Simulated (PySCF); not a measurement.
Si(F)2(Me)(NCO) (C2H3F2NOSi), SMILES O=C=N[Si](C)(F)F.

Geometry: B3LYP-D3(BJ)/def2-SVP. One conformer was computed; it need not be the lowest.

Two levels are set side by side: PBE/def2-TZVP (PySCF) and M06-2X/def2-TZVP (PySCF). Same geometry, gas phase. Differences are taken from unrounded values.

```csv
quantity,M06-2X
orbital gap (eV),11.84
highest occupied level (eV),-10.71
lowest empty level (eV),1.13
dipole moment (D),2.65
mean polarisability (bohr³),52.1
```

Q: What does PBE give, and how far is it from M06-2X? (Estimate from the structure and the level; the computed values follow.)

A: 
| quantity | PBE | PBE minus M06-2X |
|---|---|---|
| orbital gap (eV) | 7.04 | -4.81 |
| highest occupied level (eV) | -7.84 | 2.87 |
| lowest empty level (eV) | -0.81 | -1.94 |
| dipole moment (D) | 2.51 | -0.13 |
| mean polarisability (bohr³) | 55.3 | 3.2 |

PBE's occupied levels lie high since its potential decays too fast outside the molecule; exact exchange lowers them and widens the gap. PBE's more diffuse valence density responds more strongly to a field. Differences between two approximate levels are no errors against the true value.

Rough cost on one machine, each run with all the roots and properties that it gave: M06-2X against PBE about 4 times.
